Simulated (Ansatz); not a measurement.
Correlation energies of H3InN, SMILES `[NH2][InH]` radical by basis set

```xyz
5

N     0.6027   -0.1710    0.5465
In   -1.1135   -0.4665   -0.5089
H     1.0986    0.7064    0.4708
H     0.7069   -0.5437    1.4780
H    -1.2947    0.4748   -1.9865
```

The species carries charge 0 and has multiplicity 2. Correlated methods include outer-core shells of In, which these sets cover unevenly. In: def2 effective core potential. The structure was optimised at the PBE0-D4/def2-TZVP level. Frozen core, unrestricted reference, Ansatz 0.2.0.

| basis | HF (Eh) | MP2 corr. | CCSD corr. | (T) | CCSD(T) total |
| --- | --- | --- | --- | --- | --- |
| def2-SVP | ? | -0.25213 | -0.27470 | ? | ? |
| def2-TZVPP | -245.40442 | -0.49273 | ? | -0.01672 | ? |
| def2-QZVPP | -245.40890 | ? | – | – | – |

Problem. Fill in the withheld values. (Best estimate.)

Solution. Ansatz gave: def2-SVP HF (Eh): -245.32464; def2-SVP (T): -0.00835; def2-SVP CCSD(T) total: -245.60769; def2-TZVPP CCSD corr.: -0.50147; def2-TZVPP CCSD(T) total: -245.92261; def2-QZVPP MP2 corr.: -0.69549.
